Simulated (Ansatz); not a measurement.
```xyz
9

C     0.8718    0.0000    0.0000
C    -0.4359    0.7550    0.0000
C    -0.4359   -0.7550    0.0000
H     1.5125    0.0000    0.8818
H     1.5125    0.0000   -0.8818
H    -0.7562    1.3098   -0.8818
H    -0.7562    1.3098    0.8818
H    -0.7562   -1.3098    0.8818
H    -0.7562   -1.3098   -0.8818
```

Basis set: 6-31G* (spherical functions). Left uncorrelated: 3 orbitals. Charge 0, multiplicity 1.

Computed with Ansatz (development build ahead of 0.2.0); each method stands on the lowest determinant of its kind that the runs found. Restricted open shells among the atoms or ions are ROHF, correlated in semicanonical orbitals with singles.

Task: Give the atomization energy at this shape (free ground-state atoms in the same class of orbitals less the molecule, no zero-point energy) of singlet C₃H₆ by RHF-MP2, RHF.

Result:

```
 method  atomization energy
RHF-MP2            34.24 eV
    RHF            28.13 eV
```
